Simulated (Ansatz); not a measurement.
The same path of AlF3H2 (6 atoms, charge 0, multiplicity 1) was run 3 times with different band settings. Lost on the way: Al1–H2, F5–H6. Made: H2–H6.

These are results of Ansatz, RKS B3LYP-D4/def2-SVP, not measurements.

Relaxed end points:

```xyz
6
Properties=species:S:1:pos:R:3
Al 0.005 0.069 0.104
H 0.003 0.625 1.580
F 1.421 0.082 -0.770
F -1.425 0.010 -0.747
F 0.058 -1.850 0.753
H 0.065 -1.835 1.692
```

```xyz
6
Properties=species:S:1:pos:R:3
Al 0.019 -0.596 -0.226
H 0.013 0.159 1.846
F 1.420 0.208 -0.563
F -1.424 0.139 -0.538
F 0.062 -2.208 0.141
H 0.038 -0.601 1.951
```

Common settings: movable images 5; climbing image yes; start path through a guess of the saddle point; force threshold 0.05 eV/Å; iteration limit 60; end points relaxed.

| run | spring | optimiser | largest step |
| --- | --- | --- | --- |
| 1 | 5.0 eV/Å² | quadratic models (default) | default |
| 2 | 5.0 eV/Å² | fire | 0.5 Å |
| 3 | 50.0 eV/Å² | quadratic models (default) | default |

(1) What does each run give, and how far can it be trusted?

Answers

(1) Run 1: converged after 10 iterations, highest image 0.180 eV above the first end. A vibrational analysis at the climbing image gives one clearly imaginary mode, 746i cm⁻¹: a first-order saddle point.
Run 2: converged after 41 iterations, highest image 0.180 eV above the first end. Another band between the same ends (5 images) ends at a top of the same energy, where a vibrational analysis finds 1 clearly imaginary mode.
Run 3: converged after 10 iterations, highest image 0.180 eV above the first end. Another band between the same ends (5 images) ends at a top of the same energy, where a vibrational analysis finds 1 clearly imaginary mode.
The orbitals stay closed-shell, which can raise the energy where a bond breaks towards radicals; this wasn't checked here.
